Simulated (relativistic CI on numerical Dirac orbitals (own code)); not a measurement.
# Hyperfine structure of Sn4+, mass number 115

Computed by Dirac-Coulomb-Breit CI, separate exchange-only KLI orbitals for each configuration, a model potential for QED, valence Slater integrals scaled by 0.85, P86 correlation energy added to each configuration (own radial code, finite nucleus).

Configuration list (outside the closed core [Kr]): 4d¹⁰, 4d⁹5s, 4d⁹4f, 4d⁹5p, 4d⁹5d, 4d⁹6s, 4d⁹6p, 4d⁹6d, 4d⁹5f, 4d⁹5g, 4d⁹6f, 4d⁹6g. Double excitations out of closed p, d and f shells are left out; levels of such configurations are missing from the list, as are those of other unlisted configurations, and high levels can miss mixing partners.

Nuclear spin I = 1/2, μ = -0.9174 μN (tables of Stone and Pyykkö). The electronic factors are computed for point nuclear moments, without core polarisation; leaving it out makes A of s and p electrons in near-neutral atoms 20 to 40 % too small, and it can dominate for d and f shells.

| Level | E (eV) | A (MHz) |
| --- | --- | --- |
| 4d⁹5s ³D3 | 23.4828 | -9743 |
| 4d⁹5s ³D2 | 23.7941 | 3823 |
| 4d⁹5s ³D1 | 24.5246 | 6856 |
| 4d⁹5s ¹D2 | 24.9222 | -13360 |
| 4d⁹5p ³P°2 | 32.8617 | -194 |
| 4d⁹5p ³F°3 | 33.2451 | -3469 |
| 4d⁹5p ³P°1 | 33.8689 | -1708 |
| 4d⁹5p ³F°4 | 33.9476 | -1821 |

Levels with J = 0, under 50 % of one LS term, or S terms without an open s electron are left out. Small factors come from cancelling terms and can be off by tens of per cent or more.

At this charge configurations can still be misplaced by up to about 7 % of their energy. 13 of the 16 excited levels that our extract of the measured tables holds in this range could be paired (the sources list more); they are missed by 8378 cm⁻¹ on average and 21872 at most, and levels without a partner can miss by more.

Task: Give the hyperfine levels of 4d⁹5s ³D3 relative to its centre of gravity.

Result: With K = F(F + 1) − I(I + 1) − J(J + 1), E = AK/2: F = 5/2: 19490, F = 7/2: -14610 MHz.

LS names give the leading component of a level, which can be under half, so a name can repeat, a term be missing and a line seem to break the LS rules.
